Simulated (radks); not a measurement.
Trend from B3+ to Ne3+: ionisation energy by Delta-SCF between NIST ground configurations, and size. All-electron calculation, scalar-relativistic Kohn-Sham, BLYP, spin-polarised, spherical densities, finite nucleus; open shells are filled with parallel spins first; Fermi nuclear charge, rms radius of each element as measured or else 0.836 A^(1/3) + 0.57 fm. Program: a radial shooting solver on a logarithmic mesh with Libxc functionals.

species	configuration	configuration of the ion	IE (eV)	NIST (eV)	kind	-e(HOMO) (eV)	r at 0.001 e/bohr^3 (bohr)
B3+	[He]	1s1	259.49	259.37	theory	231.91 (1s)	1.23
C3+	[He] 2s1	[He]	65.173	64.494	exp.	57.606 (2s)	2.44
N3+	[He] 2s2	[He] 2s1	76.467	77.474	exp.	68.072 (2s)	2.42
O3+	[He] 2s2 2p1	[He] 2s2	77.801	77.414	exp.	66.376 (2p)	2.34
F3+	[He] 2s2 2p2	[He] 2s2 2p1	87.908	87.18	semi-emp.	75.089 (2p)	2.25
Ne3+	[He] 2s2 2p3	[He] 2s2 2p2	97.629	97.190	semi-emp.	83.625 (2p)	2.17

Reference values: NIST Atomic Spectra Database (exp. = measured, semi-emp. = semi-empirical, theory = theoretical value adopted there). Open shells are spherical and high-spin; term and fine-structure splittings are not resolved.
